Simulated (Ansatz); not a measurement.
Reaction (formal exchange of groups at a Te–Si bond): `C[SiH](C)[TeH]` + `CO[SiH3]` → `[SiH3]OC[TeH]` + `C[SiH2]C`

Gas-phase electronic energies from Ansatz, PBE0-D4/def2-TZVP geometries. CCSD(T)/CBS is the MP2 limit (def2-TZVPP, def2-QZVPP) plus CCSD(T) − MP2 in def2-TZVPP, frozen cores. DFT in def2-TZVPP. B3LYP here is the variant with VWN-RPA as its local correlation; programs differ in this. Elements past krypton have def2 core potentials. For Te outer-core shells are correlated without core-valence functions, which leaves a few kJ/mol of doubt a bond. One conformer a species, not always the lowest.

`C[SiH](C)[TeH]`:

Cartesian coordinates in Å:
```
C 0.158 -1.764 0.064
Si -0.091 0.041 0.481
C -0.731 1.015 -0.978
Te 2.154 0.895 1.211
H 0.879 -1.882 -0.748
H -0.790 -2.206 -0.257
H 0.518 -2.325 0.929
H -1.040 0.176 1.620
H -0.046 0.938 -1.824
H -1.711 0.636 -1.285
H -0.841 2.072 -0.725
H 1.540 2.405 1.512
```

`CO[SiH3]`:

Z-matrix (Å, degrees):
```
C
O 1 1.408
H 1 1.091 2 108.3
H 1 1.096 2 111.5 3 119.2
H 1 1.096 2 111.5 3 -119.2
Si 2 1.642 1 122.4 3 -179.7
H 6 1.481 2 106.5 1 179.8
H 6 1.490 2 110.9 1 59.7
H 6 1.490 2 110.9 1 -60.1
```

`[SiH3]OC[TeH]`:

```xyz
10

Si   -1.422   -0.147   -0.519
O    -0.305    1.013   -0.149
C     1.042    0.762    0.067
Te    1.528   -0.305    1.900
H    -2.609    0.588   -1.008
H    -1.772   -0.970    0.667
H    -0.876   -1.042   -1.577
H     1.565    1.713    0.166
H     1.496    0.184   -0.742
H     1.354   -1.796    1.195
```

`C[SiH2]C`:

Cartesian coordinates in Å:
```
C 0.360 1.536 0.110
Si -0.147 -0.070 -0.708
C -0.227 -1.473 0.529
H 0.404 2.350 -0.617
H 1.346 1.443 0.573
H -0.353 1.818 0.889
H 0.829 -0.409 -1.783
H -1.480 0.100 -1.354
H 0.746 -1.632 1.001
H -0.523 -2.406 0.044
H -0.953 -1.257 1.316
```

```
         species  B3LYP energy (Eh)
`C[SiH](C)[TeH]`         -638.74421
      `CO[SiH3]`         -406.53801
 `[SiH3]OC[TeH]`         -674.63890
      `C[SiH2]C`         -370.60695
```

**Question.** Work out ΔE.

**Answer.** ΔE = (-674.63890) + (-370.60695) − (-638.74421) − (-406.53801) = 0.03637 Eh = +95.5 kJ/mol. CCSD(T)/CBS gives +100.3 kJ/mol.

Largest T1 diagnostic among the species: 0.012.

From PBE to PBE0 (25 % exact exchange), in def2-TZVPP and without D4, ΔE moves by +8.0 kJ/mol. In def2-TZVPP, CCSD(T) changes the Hartree–Fock value by −12.9 kJ/mol (the triples alone add −2.6 kJ/mol) and MP2 by −7.2 kJ/mol.
